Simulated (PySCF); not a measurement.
**Electron correlation in Al⁺ (aluminium, charge +1)**

[Ne] 3s1 3p1, high-spin 3P determinant (an excited configuration). Calculation: PySCF 2.14, in x2c-TZVPPall; the spin-free X2C one-electron Hamiltonian (Gaussian nucleus). Frozen: 1s2; 10 electrons correlated.

| level | correlation energy (mhartree) |
| --- | --- |
| CCSD | -152.46 |
| (T) | -1.20 |
| CCSD(T) | -153.66 |

Diagnostics: T1 = 0.0043, D1 = 0.0134, largest double amplitude 0.044.

Task: Is a single reference adequate?

Result: Yes: T1 lies below 0.03 and no double amplitude reaches 0.07.

The basis was made for the ground configuration and has no added diffuse functions, which can raise the energy of the promoted electron.

This basis was not built for core-valence correlation, so the inner-shell part is incomplete.
